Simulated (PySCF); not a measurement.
# Trend along group 13: MSn cations

PBE0 with double-zeta basis sets in PySCF, for the lowest determinant that a PBE0 search found; no spin–orbit coupling. De refers to high-spin ground-configuration atoms (the charge goes to the atom of lower measured ionisation energy or higher electron affinity, which is not always the lowest computed limit). A positive dipole points towards Sn; it is taken about the centre of mass and depends on that origin.

```json
{"M": "B", "basis": "cc-pVDZ-PP/cc-pVDZ", "charged atom": "Sn+", "state (unpaired electrons)": "triplet (σ ↑, π ↑)", "Re (Å)": "2.388", "ωe (cm⁻¹)": "411", "De (eV)": "2.06", "μ (D)": "-1.51"}
{"M": "Al", "basis": "x2c-SVPall", "charged atom": "Al+", "state (unpaired electrons)": "triplet (σ ↑, π ↑)", "Re (Å)": "2.996", "ωe (cm⁻¹)": "161", "De (eV)": "1.28", "μ (D)": "-4.95"}
{"M": "Ga", "basis": "cc-pVDZ-PP", "charged atom": "Ga+", "state (unpaired electrons)": "triplet (σ ↑, π ↑)", "Re (Å)": "3.073", "ωe (cm⁻¹)": "105", "De (eV)": "1.16", "μ (D)": "-2.53"}
{"M": "In", "basis": "cc-pVDZ-PP", "charged atom": "In+", "state (unpaired electrons)": "triplet (σ ↑, π ↑)", "Re (Å)": "3.270", "ωe (cm⁻¹)": "83.2", "De (eV)": "0.95", "μ (D)": "-1.61"}
{"M": "Tl", "basis": "def2-SVP", "charged atom": "Tl+", "state (unpaired electrons)": "triplet (σ ↑, π ↑)", "Re (Å)": "3.361", "ωe (cm⁻¹)": "69.5", "De (eV)": "n/a", "μ (D)": "0.12"}
```

The shortest bond is that of SnB⁺ (2.388 Å), the longest that of TlSn⁺ (3.361 Å).

The rows differ in basis set, which adds steps of its own.

Down a group the atoms grow and get heavier, so bonds lengthen and wavenumbers fall; this series shows no clear exception.

These are scalar-relativistic numbers at best; spin–orbit coupling would shift them, the dissociation energy most. For an ion De counts to the pair picked by the measured ionisation energies or electron affinities, which need not be the lowest pair at this level. States were picked by a PBE0 search and need not be the measured ground states.
